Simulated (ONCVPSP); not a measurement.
How hard is this Er (Z = 68) ONCV potential?

erbium, optimised norm-conserving Vanderbilt (ONCV), made with ONCVPSP 4.0.1 (PBE, scalar-relativistic). Core [Kr] 4d10, reference 4f12 5s2 5p6 6s2. Waves: 5s+6s: rc 1.95 bohr, ncon 4, nbas 8, qcut 7.1 1/bohr, 2 projectors; 5p: rc 2.36 bohr, ncon 5, nbas 8, qcut 7.1 1/bohr, 2 projectors, debl 1.5 Ha; d scattering state at 0.26 Ha: rc 2.20 bohr, ncon 3, nbas 6, qcut 4.8 1/bohr, 2 projectors, debl 2.5 Ha; 4f: rc 1.20 bohr, ncon 5, nbas 10, qcut 12.4 1/bohr, local. Local part: the f channel. Core correction: Teter function, fcfact 5.5, rcfact 1.15.

In the d channel the program set the typed energies aside and used 0.050, 2.550 Ha.

Problem. For each optimised wave give the share of its norm inside rc, the residual kinetic energy above qcut (Ha) and the cutoffs (Ha) for errors of 10, 1, 0.1 and 0.01 mHa per electron.

Solution.

```csv
wave,norm inside rc,residual KE,10 mHa,1 mHa,0.1 mHa,0.01 mHa
5s,0.936,1.7e-07,12.1,16.0,19.0,21.6
6s,0.043,1.1e-07,8.2,13.8,17.8,20.8
5p,0.930,9.8e-08,6.0,13.1,17.7,20.7
p projector 2,0.085,8.6e-08,5.0,7.7,16.4,20.1
d projector 1,0.524,6.1e-05,6.8,9.1,11.3,24.3
d projector 2,0.164,1.3e-03,8.8,11.8,20.3,34.3
4f,0.831,3.9e-03,71.6,187.0,303.7,not reached
```

The occupied waves need 187 Ha and 304 Ha for 1 and 0.1 mHa. Note: ghosts flagged at negative energy: s at -513.2 eV, p at -81.7 eV; GHOST(+) flagged for d at 239.0 eV. A true bound ghost makes a file unfit for plane-wave use. Tests left out (the all-electron energies of this program are off by 10 to 40 meV for near-neutral 4f atoms).
